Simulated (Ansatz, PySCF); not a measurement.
This Ansatz (an electronic-structure program) input computes a PBE0/def2-TZVPD energy:

Ansatz 0.2 input:
```yaml
crystal:
  periodic: [false, false, false]
  atoms:
    - {symbol: O, position_ang: [-0.00000000, -0.00000000, -1.91661473]}
    - {symbol: B, position_ang: [-0.00000000, -0.00000000, -0.70071918]}
    - {symbol: B, position_ang: [0.00000000, 0.00000000, 0.93800571]}
    - {symbol: O, position_ang: [0.00000000, 0.00000000, 2.12915888]}
    - {symbol: H, position_ang: [-0.00000000, -0.00000000, -2.88678583]}
basis:
  gaussian:
    orbitals: def2-TZVPD
hamiltonian:
  xc: {name: PBE0}
total_charge: 1
output: {forces: true}
```

Question: Write an input for the same energy in PySCF and say what it gives.

Answer: 
```python
from pyscf import gto, scf, dft

mol = gto.M(
    atom='''
    O    -0.00000000   -0.00000000   -1.91661473
    B    -0.00000000   -0.00000000   -0.70071918
    B     0.00000000    0.00000000    0.93800571
    O     0.00000000    0.00000000    2.12915888
    H    -0.00000000   -0.00000000   -2.88678583
    ''',
    basis='def2-tzvpd',
    charge=1,
    spin=0,
    verbose=4,
)

mf = dft.RKS(mol, xc='pbe0').density_fit(auxbasis='def2-universal-jkfit')
mf.grids.level = 3
mf.conv_tol = 1e-9
mf.max_cycle = 100
mf.max_memory = 1500
mf.kernel()
if not mf.converged:
    mf = mf.newton()
    mf.kernel(mf.make_rdm1())
mf.analyze()
```
It gives -200.33302 Eh, and Ansatz -200.33301 Eh, a difference of 0.01 mEh.

It need not be the lowest isomer of its formula.
